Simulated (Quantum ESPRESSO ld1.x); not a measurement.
The numbers below are computed, except where a source is named.
Task: These are the eigenvalues of the occupied orbitals of an atom or ion with whole-number occupations (eV). Code: ld1.x of Quantum ESPRESSO 7.5. Model: scalar-relativistic Kohn-Sham, LDA (Slater exchange, Perdew-Wang correlation), spin-polarised, spherical densities, point nucleus.

1s up: -329.462
1s down: -328.361
2s up: -57.284

Which element is it, and in what charge state? The configuration may be excited. Open shells, if any, are filled with parallel spins first.

Result: Z = 6, carbon, charge +3: C3+ in [He] 2s1. The list shows which subshells hold electrons but not how many an open one holds; the 1s level, -12.107 hartree, gives Z - s = 4.9 by -(Z - s)^2/2, which with screening and relativity narrows Z to a few neighbours, and the depths of the outer levels then fix element, charge and occupations together.
